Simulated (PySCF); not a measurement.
# Computed properties of InCl2, SMILES [Cl][In+][Cl], charge +1

InCl2, SMILES [Cl][In+][Cl], charge +1. Geometry optimised at B3LYP-D3(BJ)/def2-TZVP. The spin state was assumed, not searched. The isomer is the one that the SMILES or the coordinates give; other isomers of the formula were not compared. The def2 effective core potentials stand for the cores of In; spin–orbit coupling is left out. One conformer was computed; it need not be the lowest. All values are computed for the isolated molecule unless a solvent is named; none is compared with measurement here.

**Structure.** The optimised structure has D∞h symmetry. All 4 harmonic modes at B3LYP-D3(BJ)/def2-TZVP (PySCF) are real, so it is a minimum. With heavy atoms numbered as in [In+:1]([Cl:2])[Cl:3], the shortest bond between them is In1–Cl2 at 2.224 Å and the longest In1–Cl3 at 2.224 Å.

**Vibrations.** The strongest infrared lines (harmonic, unscaled, degenerate partners summed) lie at 484 cm⁻¹ (38 km/mol, Cl 62 %, In 38 %), 89 cm⁻¹ (12 km/mol, Cl 62 %, In 38 %). The softest mode is at 89 cm⁻¹ and the zero-point energy is 1.5 kcal/mol.

**Electronic structure.** M06-2X/def2-TZVPD (PySCF) places the frontier levels at -16.48 and -8.40 eV, a gap of 8.08 eV and a mean polarisability of 53.0 bohr³. PBE/def2-TZVPD (PySCF) at the same geometry gives -13.79 and -10.20 eV, so its gap is 4.49 eV narrower. An orbital gap is neither the optical nor the fundamental gap.

**Excitations.** TDDFT-B3LYP/def2-SVPD (PySCF) has S1 at 4.01 eV (309 nm, f = 0.000, dark); the most intense of the 10 singlets computed lies at 6.08 eV (f = 0.03). Strengths of degenerate partners are summed. T1 (TDA) is at 3.58 eV. TDDFT-PBE/def2-SVPD (PySCF) puts S1 at 3.72 eV. No vertical singlet excitation falls in the visible range (under 3.1 eV).
